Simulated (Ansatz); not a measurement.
Species: InCl3, net charge 0, singlet state. SMILES: [Cl][In]([Cl])[Cl]
Structure (B3LYP-D3(BJ)/def2-TZVP (Ansatz, a program for electronic structure) minimum search):
```
In
Cl 1 2.3145
Cl 1 2.3145 2 120.00
Cl 1 2.3145 2 120.00 3 180.00
```
Charge 0, spin multiplicity 1.

Wanted: vertical electron affinity (to the doublet state of charge -1; a negative value means that the extra electron is unbound and the number depends on the basis; each state is the SCF solution reached for its spin; the molecule has degenerate orbitals, so one determinant may break the symmetry; for the doublet the Hartree-Fock reference is unstable and T1 is 0.010), in eV. Correlated levels leave the core frozen unless marked. UHF or UKS for open shells. No spin-orbit coupling. The frozen core is the preceding noble-gas configuration, with the filled d and f shells of earlier blocks. Past Kr the def2 sets carry scalar-relativistic core potentials. Anions need diffuse functions: def2-D sets add few. 

```csv
level,program,vertical electron affinity (eV)
HF/def2-SVPD,Ansatz,0.51
HF/def2-QZVPPD,Ansatz,0.40
SVWN5/def2-TZVPD,Ansatz,1.77
PBE/def2-TZVPD,Ansatz,1.52
r2SCAN/def2-TZVPD,Ansatz,1.44
B3LYP/def2-TZVPD,Ansatz,1.55
PBE0/def2-TZVPD,Ansatz,1.44
BHLYP/def2-TZVPD,Ansatz,1.31
CAM-B3LYP/def2-TZVPD,Ansatz,1.50
wB97M-V/def2-TZVPD,Ansatz,1.32
wB97X-V/def2-TZVPD,Ansatz,1.26
wB97X/def2-TZVPD,Ansatz,1.31
B2PLYP/def2-TZVPD,Ansatz,1.29
MP2/def2-SVPD,Ansatz,1.02
SCS-MP2/def2-SVPD,Ansatz,0.90
CCSD/def2-SVPD,Ansatz,0.98
CCSD/def2-TZVPPD,Ansatz,0.95
CCSD(T)/def2-SVPD,Ansatz,1.02
CCSD(T)/def2-TZVPPD,Ansatz,1.01
```
